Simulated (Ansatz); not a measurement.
Compare A (`CC[SiH2]PO`) with its isomer B (`COC[SiH2]P`).

Computed with Ansatz on PBE0-D4/def2-TZVP structures; ΔE is electronic, products minus reactants. CBS: MP2 limit from def2 TZ/QZ plus the TZ coupled-cluster correction, frozen cores. DFT in def2-TZVPP. Each species was taken in one conformer, which may not be the lowest.

**Question.** Which is lower in electronic energy at CCSD(T)/CBS, and by how much? (Best estimate.)

**Answer.** Ansatz gave: A, by 27.9 kcal/mol.

**Question.** Give E(B) − E(A) in kcal/mol with HF/def2-TZVPP, B2PLYP, CCSD(T)/def2-TZVPP, CCSD/def2-TZVPP, r2SCAN-D4, ωB97M-V, MP2/def2-TZVPP. (An estimate is asked.)

**Answer.** The calculation gave: HF/def2-TZVPP 24.7, B2PLYP 26.4, CCSD(T)/def2-TZVPP 26.3, CCSD/def2-TZVPP 26.2, r2SCAN-D4 26.6, ωB97M-V 27.5, MP2/def2-TZVPP 28.4. None reverses the order clearly.

Largest T1 diagnostic: 0.012.

In def2-TZVPP, CCSD(T) changes the Hartree–Fock value by +1.6 kcal/mol (the triples alone add +0.0 kcal/mol) and MP2 by +3.7 kcal/mol. The D4 term adds +1.2 kcal/mol with B3LYP and +0.7 kcal/mol with PBE0; it sums over pairs of atoms, weighted by their polarisabilities, and B3LYP, whose exchange is more repulsive, gets the larger term.

B3LYP here is the variant with VWN-RPA as its local correlation; programs differ in this.
